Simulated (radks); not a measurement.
Results of a calculation; reference values are marked as such.
Co IX, configuration [Ar] 3d1. Level of theory: scalar-relativistic Kohn-Sham, PBE, spin-polarised, spherical densities, finite nucleus; open shells are filled with parallel spins first; Fermi nuclear charge, rms radius 3.7875 fm (a radial shooting solver on a logarithmic mesh with Libxc functionals).

Unscreened Slater integrals over Kohn-Sham orbitals (hartree). They are taken over the spin-up orbitals.

F0(3d,3d): 1.2600
F2(3d,3d): 0.62636
F4(3d,3d): 0.39935
F0(3d,3p): 1.2407
F2(3d,3p): 0.60931
G1(3d,3p): 0.72356
G3(3d,3p): 0.45857
F0(3d,3s): 1.2500
G2(3d,3s): 0.55963
F0(3d,2p): 1.6606
F2(3d,2p): 0.38828
G1(3d,2p): 0.31337
G3(3d,2p): 0.17867
F0(3p,3p): 1.2360
F2(3p,3p): 0.62663
F0(3p,3s): 1.2437
G1(3p,3s): 0.82669
F0(3p,2p): 1.6595
F2(3p,2p): 0.35983
G0(3p,2p): 0.14292
G2(3p,2p): 0.15126
F0(3s,3s): 1.2531
F0(3s,2p): 1.6552
G1(3s,2p): 0.14758
F0(2p,2p): 4.0631
F2(2p,2p): 1.9154

Derived for the open shells (J is the average intra-shell exchange parameter used in DFT+U). 3d: Racah B = F2/49 - 5 F4/441 = 0.008255 hartree, C = 35 F4/441 = 0.03169 hartree, C/B = 3.84, F4/F2 = 0.638, J = (F2 + F4)/14 = 0.07327 hartree.
